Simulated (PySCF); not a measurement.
A calculated (M06-L, PySCF 2.14, def2-TZVP, the non-relativistic Hamiltonian (point nucleus)) atom or ion has these occupied shells.

| shell | electrons | orbital energy (eV) | rms radius, mean of both spins (bohr) |
| --- | --- | --- | --- |
| 1s α | 1 | -2437.3 | 0.113 |
| 1s β | 1 | -2436.8 | 0.113 |
| 2s α | 1 | -241.97 | 0.520 |
| 2s β | 1 | -241.68 | 0.520 |
| 2p α | 3 | -185.24 | 0.493 |
| 2p β | 3 | -184.69 | 0.493 |
| 3s α | 1 | -40.812 | 1.70 |
| 3s β | 1 | -37.694 | 1.70 |
| 3p α | 2 | -29.109 | 1.87 |

(1) Name the element and its charge.

Answers

(1) S(2+) (sulfur, charge +2), in [Ne] 3s2 3p2, high-spin 3P determinant.
